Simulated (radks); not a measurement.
The numbers below are computed, except where a source is named.
Excited configurations of Ag: one electron is placed in a higher orbital outside [Kr] 4d10. The ground configuration is [Kr] 4d10 5s1. Code: a radial shooting solver on a logarithmic mesh with Libxc functionals. Model: Dirac Kohn-Sham, PBEsol, spin-unpolarised, spherical densities, point nucleus; open shells are shared between the two j in proportion to 2j + 1. Excitation = E - E(ground); binding = E(ion) - E, where the ion is the core of charge +1; n* = 1/sqrt(2 binding) in atomic units, and the quantum defect is n - n*. Eigenvalue and <r> are those of j = l + 1/2.

outer orbital  excitation (eV)  binding (eV)     n*  quantum defect  eigenvalue (eV)  <r> (bohr)
4f                       6.850         0.898  3.891           0.109           -0.430       17.61
5p                       3.926         3.822  1.887           3.113           -1.632       4.818
5d                       6.208         1.540  2.972           2.028           -0.710       10.55
6s                       5.290         2.459  2.352           3.648           -1.442       8.655
6p                       6.000         1.748  2.790           3.210           -0.980       11.45
6d                       6.793         0.955  3.774           2.226           -0.539       19.96
7d                       7.104         0.644  4.596           2.404           -0.396       31.85
7f                       7.413         0.335  6.369           0.631           -0.220       62.49

The Delta-SCF ionisation energy is 7.748 eV (NIST Atomic Spectra Database: 7.576 eV, measured). Self-interaction in the functional shifts the binding energies and quantum defects, so they are the method's values and not measured ones. Spin polarisation and multiplet splitting are left out, so open shells lie too high by an amount that depends on their filling.

Beside tabulated values, note that spin-unpolarised runs miss the spin-polarisation part of the exchange energy of open shells.
